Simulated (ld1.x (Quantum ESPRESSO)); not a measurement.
# What the settings do to the TM semilocal potential of Ar

Base potential:

* Element: Ar (Z = 18)
* Generator: ld1.x (Quantum ESPRESSO) 7.5
* Type: norm-conserving Troullier–Martins (semilocal form)
* Functional: BLYP
* Relativity: scalar-relativistic
* Frozen core: [Ne]
* Valence charge: 8
* Reference configuration: 3s2 3p6
* Partial waves: 3s (bound): rc 1.10 bohr; 3p (bound): rc 1.25 bohr; 3d channel at 0.05 Ry: rc 1.30 bohr
* Local potential: the d channel
* Core correction: a·sin(br)/r model core, default radius (core density twice the valence density)

All-electron outer shells of the reference configuration (BLYP, scalar-relativistic, ld1.x):

```json
{"shell": "2s", "level (eV)": "-296.93", "outermost node (bohr)": "0.12", "outermost maximum (bohr)": "0.34"}
{"shell": "2p", "level (eV)": "-230.03", "outermost node (bohr)": "–", "outermost maximum (bohr)": "0.28"}
{"shell": "3s", "level (eV)": "-24.13", "outermost node (bohr)": "0.52", "outermost maximum (bohr)": "1.17"}
{"shell": "3p", "level (eV)": "-10.14", "outermost node (bohr)": "0.49", "outermost maximum (bohr)": "1.28"}
```

Cutoffs, loose and tight: the cutoffs (Ry, on a coarse ladder) from which the occupation-weighted sum of valence levels, in a spherical-Bessel basis at the reference potential, stays within 10 and 1 mRy of its value at 400 Ry. They do not see the model core or the augmentation charge, which bear on the density cutoff. Test errors are all-electron minus pseudo excitation energies from the reference, over the configurations 3s2 3p5; 3s2 3p4; 3s2 3p3; 3s2 3p2; 3s1 3p6; 3s2 3p5.5. A dash means not determined; rows that change the core or the reference have their own tests.

A semilocal file is local in each channel, so a ghost entry of none says nothing of the separable form that plane-wave codes build from it.

```tsv
change	outcome	cutoff, loose	cutoff, tight	bound ghosts	largest test error (meV)
base	generated	70 Ry	110 Ry	none	+201
wave 3s (bound): rc 1.10 bohr becomes 3s (bound): rc 0.76 bohr	generated	over 300 Ry	over 300 Ry	none	+382
wave 3s (bound): rc 1.10 bohr becomes 3s (bound): rc 0.84 bohr	generated	140 Ry	300 Ry	none	+275
wave 3s (bound): rc 1.10 bohr becomes 3s (bound): rc 1.02 bohr	generated	80 Ry	160 Ry	none	+211
wave 3s (bound): rc 1.10 bohr becomes 3s (bound): rc 1.18 bohr	generated	60 Ry	90 Ry	none	+197
wave 3s (bound): rc 1.10 bohr becomes 3s (bound): rc 1.32 bohr	generated	60 Ry	90 Ry	none	+212
wave 3s (bound): rc 1.10 bohr becomes 3s (bound): rc 1.46 bohr	generated	50 Ry	80 Ry	none	+252
wave 3s (bound): rc 1.10 bohr becomes 3s (bound): rc 1.64 bohr	generated	45 Ry	70 Ry	none	+325
```

Reading the sweep of the s radius (base included, trends over the rows without a ghost): The loose cutoff falls from 140 Ry at 0.84 to 45 Ry at 1.64 bohr. A larger radius leaves more room for a smooth pseudo-wave, so fewer plane waves are needed; a smaller one forces it to follow the all-electron wave where it bends sharply. The median size of the test errors (rows with all tests solved) is not monotonic: lowest 12.6 meV at 1.18 bohr, highest 24.7 meV at 1.64 bohr.
